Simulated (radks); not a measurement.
Results of a calculation; reference values are marked as such.
Effect of the nuclear size on the gallium ion Ga2+, [Ar] 3d10 4s1. Code: a radial shooting solver on a logarithmic mesh with Libxc functionals. Model: Dirac Kohn-Sham, exchange-only LDA, spin-unpolarised, spherical densities, finite nucleus; Fermi nuclear charge, rms radius 3.9973 fm. The rms radius is varied about that value; shifts are against it.

rms radius (fm)  total energy shift (eV)  density at nucleus (e/bohr^3)  1s1/2 shift (meV)  2s1/2 shift (meV)  3s1/2 shift (meV)  3p1/2 shift (meV)  4s1/2 shift (meV)
3.5136                           -0.0638                      2.831e+04              -27.2              -2.62             -0.392              0.032             -0.032
3.6535                           -0.0462                      2.824e+04              -19.6              -1.90             -0.284              0.023             -0.023
3.9973                                 0                      2.809e+04              0.000              0.000              0.000              0.000              0.000
4.1292                            0.0187                      2.804e+04               7.98              0.770              0.115             -0.009              0.009
4.9806                             0.153                      2.773e+04               65.3               6.30              0.943             -0.076              0.077

Slopes of the eigenvalues against <r^2> in GHz/fm^2, as finite differences over the two radii next to the reference (eigenvalue slopes, not the field-shift constants of lines): 1s1/2 1800, 2s1/2 174, 3s1/2 26.0, 3p1/2 -2.11, 4s1/2 2.14.
